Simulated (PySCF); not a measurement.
C2H6Sn, neutral, multiplicity 1. Atoms are numbered in the order given.

```xyz
9

Sn     0.0000     0.0000     0.4356
C     -1.6025    -0.0001    -1.1131
H     -1.4790    -0.8899    -1.7678
H     -1.4851     0.8965    -1.7596
H     -2.6234    -0.0053    -0.6844
C      1.6025     0.0001    -1.1131
H      1.4790     0.8899    -1.7678
H      1.4851    -0.8965    -1.7596
H      2.6234     0.0053    -0.6844
```
Charge 0, spin multiplicity 1.

Geometry optimised at PBE-D3(BJ)/def2-SVP. The def2 effective core potentials stand for the cores of Sn; spin–orbit coupling is left out.

The numbers are results of PBE-D3(BJ)/def2-SVP run with PySCF, not measurements.

Frequencies are harmonic and unscaled.

```json
[
 {"mode": "1", "ν (cm⁻¹)": "11", "IR (km/mol)": "0.0", "Raman (Å⁴/amu)": "0.2", "depolarisation": "0.75", "moving atoms (share of kinetic energy)": "H 99 %"},
 {"mode": "2", "ν (cm⁻¹)": "83", "IR (km/mol)": "0.2", "Raman (Å⁴/amu)": "0.0", "depolarisation": "–", "moving atoms (share of kinetic energy)": "H 94 %"},
 {"mode": "3", "ν (cm⁻¹)": "163", "IR (km/mol)": "1.8", "Raman (Å⁴/amu)": "5.1", "depolarisation": "0.74", "moving atoms (share of kinetic energy)": "C 57 %, H 34 %, Sn 9 %"},
 {"mode": "4", "ν (cm⁻¹)": "449", "IR (km/mol)": "44.5", "Raman (Å⁴/amu)": "21.2", "depolarisation": "0.75", "moving atoms (share of kinetic energy)": "C 69 %, H 19 %, Sn 11 %"},
 {"mode": "5", "ν (cm⁻¹)": "459", "IR (km/mol)": "34.2", "Raman (Å⁴/amu)": "27.8", "depolarisation": "0.21", "moving atoms (share of kinetic energy)": "C 71 %, H 18 %, Sn 11 %"},
 {"mode": "6", "ν (cm⁻¹)": "500", "IR (km/mol)": "0.0", "Raman (Å⁴/amu)": "0.0", "depolarisation": "–", "moving atoms (share of kinetic energy)": "H 89 %, C 11 %"},
 {"mode": "7", "ν (cm⁻¹)": "552", "IR (km/mol)": "0.0", "Raman (Å⁴/amu)": "0.7", "depolarisation": "0.75", "moving atoms (share of kinetic energy)": "H 87 %, C 13 %"},
 {"mode": "8", "ν (cm⁻¹)": "613", "IR (km/mol)": "7.7", "Raman (Å⁴/amu)": "0.8", "depolarisation": "0.75", "moving atoms (share of kinetic energy)": "H 86 %, C 13 %"},
 {"mode": "9", "ν (cm⁻¹)": "732", "IR (km/mol)": "27.2", "Raman (Å⁴/amu)": "4.3", "depolarisation": "0.33", "moving atoms (share of kinetic energy)": "H 78 %, C 21 %"},
 {"mode": "10", "ν (cm⁻¹)": "1116", "IR (km/mol)": "0.0", "Raman (Å⁴/amu)": "4.4", "depolarisation": "0.75", "moving atoms (share of kinetic energy)": "H 82 %, C 18 %"},
 {"mode": "11", "ν (cm⁻¹)": "1128", "IR (km/mol)": "4.7", "Raman (Å⁴/amu)": "9.2", "depolarisation": "0.02", "moving atoms (share of kinetic energy)": "H 83 %, C 17 %"},
 {"mode": "12", "ν (cm⁻¹)": "1359", "IR (km/mol)": "2.1", "Raman (Å⁴/amu)": "0.8", "depolarisation": "0.75", "moving atoms (share of kinetic energy)": "H 95 %"},
 {"mode": "13", "ν (cm⁻¹)": "1366", "IR (km/mol)": "0.0", "Raman (Å⁴/amu)": "34.7", "depolarisation": "0.75", "moving atoms (share of kinetic energy)": "H 94 %"},
 {"mode": "14", "ν (cm⁻¹)": "1373", "IR (km/mol)": "4.0", "Raman (Å⁴/amu)": "29.1", "depolarisation": "0.71", "moving atoms (share of kinetic energy)": "H 95 %"},
 {"mode": "15", "ν (cm⁻¹)": "1384", "IR (km/mol)": "16.2", "Raman (Å⁴/amu)": "0.3", "depolarisation": "0.75", "moving atoms (share of kinetic energy)": "H 95 %"},
 {"mode": "16", "ν (cm⁻¹)": "2955", "IR (km/mol)": "6.1", "Raman (Å⁴/amu)": "3.8", "depolarisation": "0.75", "moving atoms (share of kinetic energy)": "H 97 %"},
 {"mode": "17", "ν (cm⁻¹)": "2956", "IR (km/mol)": "10.3", "Raman (Å⁴/amu)": "295.2", "depolarisation": "0.00", "moving atoms (share of kinetic energy)": "H 97 %"},
 {"mode": "18", "ν (cm⁻¹)": "3048", "IR (km/mol)": "0.0", "Raman (Å⁴/amu)": "4.8", "depolarisation": "0.75", "moving atoms (share of kinetic energy)": "H 91 %, C 9 %"},
 {"mode": "19", "ν (cm⁻¹)": "3051", "IR (km/mol)": "23.6", "Raman (Å⁴/amu)": "128.7", "depolarisation": "0.75", "moving atoms (share of kinetic energy)": "H 91 %, C 9 %"},
 {"mode": "20", "ν (cm⁻¹)": "3088", "IR (km/mol)": "17.6", "Raman (Å⁴/amu)": "25.4", "depolarisation": "0.75", "moving atoms (share of kinetic energy)": "H 91 %, C 9 %"},
 {"mode": "21", "ν (cm⁻¹)": "3088", "IR (km/mol)": "1.3", "Raman (Å⁴/amu)": "164.3", "depolarisation": "0.73", "moving atoms (share of kinetic energy)": "H 91 %, C 9 %"}
]
```
